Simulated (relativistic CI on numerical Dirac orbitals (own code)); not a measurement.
Energy levels of Nb XV

Method of calculation: Dirac-Coulomb-Breit CI, orbitals from a KLI potential per configuration, model QED (radiative potential, 1s self-energy scaled to tabulated hydrogen-like ionisation energies), unscaled Slater integrals (own radial code, finite nucleus).

Configurations in the expansion (outside the closed core [Ne]): 3s²3p⁶3d⁹, 3s²3p⁵3d¹⁰, 3s3p⁶3d¹⁰, 3s²3p⁶3d⁸4s, 3s²3p⁶3d⁸4p, 3s²3p⁶3d⁸4d, 3s²3p⁶3d⁷4s², 3s²3p⁶3d⁸4f, 3s²3p⁶3d⁷4s4p, 3s²3p⁶3d⁸5s, 3s²3p⁵3d⁹4s, 3s²3p⁶3d⁷4p², 3s²3p⁶3d⁸5p, 3s²3p⁶3d⁷4s4d, 3s²3p⁴3d¹⁰4s, 3s²3p⁶3d⁸5d, 3s²3p⁵3d⁹4p, 3s²3p⁶3d⁷4p4d, 3s²3p⁴3d¹⁰4p, 3s²3p⁶3d⁸5f, 3s²3p⁶3d⁸5g, 3s²3p⁶3d⁸6s, 3s²3p⁵3d⁸4s², 3s²3p⁶3d⁸6p, 3s²3p⁶3d⁷4d², 3s²3p⁵3d⁹4d, 3s²3p⁶3d⁸6d, 3s²3p⁴3d¹⁰4d, 3s²3p⁵3d⁸4s4p, 3s3p⁶3d⁹4s, 3s3p⁵3d¹⁰4s, 3s²3p⁵3d⁸4p², 3s3p⁵3d¹⁰4p, 3s3p⁶3d⁹4p, 3s²3p⁵3d⁸4s4d, 3s²3p⁵3d⁹4f. Levels of other configurations are missing.

The lowest level is 3s²3p⁶3d⁹ ²D5/2, with 100 % of that term; Hund's rules for 3s²3p⁶3d⁹ give ²D with J = 5/2, in agreement.

```tsv
No.	Configuration	Term	J	E (cm⁻¹)	%	Next component (%)	Lifetime (s)
1	3s²3p⁶3d⁹	²D	5/2	0	100		
2	3s²3p⁶3d⁹	²D	3/2	23301	100		4.90e-03
3	3s²3p⁵3d¹⁰	²P°	3/2	1283484	99		2.54e-12
4	3s²3p⁵3d¹⁰	²P°	1/2	1412450	99		2.05e-12
5	3d⁸(3F)4s	⁴F	9/2	1636716	99	1 ²G	7.74e-06
6	3d⁸(3F)4s	⁴F	7/2	1645105	61	38 ²F	9.44e-08
7	3d⁸(3F)4s	⁴F	5/2	1659658	88	6 ²D	4.43e-07
8	3d⁸(3F)4s	⁴F	3/2	1663336	73	24 ²D	1.93e-07
9	3d⁸(3F)4s	²F	7/2	1663500	61	39 ⁴F	5.80e-08
10	3d⁸(3F)4s	²F	5/2	1671101	53	32 ²D	4.72e-08
11	3d⁸(3P)4s	⁴P	5/2	1687882	55	33 ²F	9.54e-08
12	3d⁸(1D)4s	²D	3/2	1690255	32	23 ⁴P	5.29e-08
13	3d⁸(3P)4s	⁴P	1/2	1701954	96	4 ²S	8.30e-07
14	3d⁸(3P)4s	⁴P	3/2	1704438	76	13 ²D	1.52e-07
15	3d⁸(1D)4s	²D	5/2	1711206	56	30 ⁴P	7.16e-08
16	3d⁸(3P)4s	²P	1/2	1717239	97	2 ²S	2.11e-08
17	3d⁸(3P)4s	²P	3/2	1717664	67	29 ²D	2.63e-08
18	3d⁸(1G)4s	²G	9/2	1721505	98	1 ⁴F	9.22e-08
19	3d⁸(1G)4s	²G	7/2	1721723	98	1 ²F	9.10e-08
20	3d⁸(1S)4s	²S	1/2	1806965	93	4 ⁴P	5.29e-08
21	3d⁸(3F)4p	⁴D°	7/2	1865883	76	14 ⁴F°	1.18e-10
22	3d⁸(3F)4p	⁴G°	9/2	1874362	38	37 ²G°	1.32e-10
23	3d⁸(3F)4p	⁴D°	5/2	1887731	74	17 ⁴F°	1.06e-10
24	3d⁸(3F)4p	⁴G°	7/2	1892280	65	15 ²G°	1.11e-10
25	3d⁸(3F)4p	⁴G°	5/2	1895053	49	20 ²F°	5.77e-11
26	3d⁸(1D)4p	²D°	3/2	1895678	44	22 ⁴F°	4.17e-11
27	3d⁸(3F)4p	⁴G°	11/2	1899748	98	1 ²H°	8.93e-11
28	3d⁸(3F)4p	⁴D°	3/2	1906430	77	10 ²D°	1.11e-10
29	3d⁸(3F)4p	⁴F°	9/2	1907784	70	27 ²G°	8.61e-11
30	3d⁸(3F)4p	²F°	7/2	1910418	60	18 ⁴F°	1.45e-11
```

Energies count from the lowest computed level; ° marks odd parity; lifetimes are radiative, by E1, M1, E2, M2 decay to levels of this space only. Percentages are summed over parent terms; the parents shown are those of the largest component, closed shells are left out there.

The mean weight of the leading LS term, summed over parents, in these 30 levels is 75 %, and that of the leading jj configuration (from the same eigenvectors) 74 %.

At this charge energies of transitions that change n are usually good to better than 1 %, and those within a shell (Δn = 0) to a few per cent.

LS names give the leading component of a level, which can be under half, so a name can repeat, a term be missing and a line seem to break the LS rules.
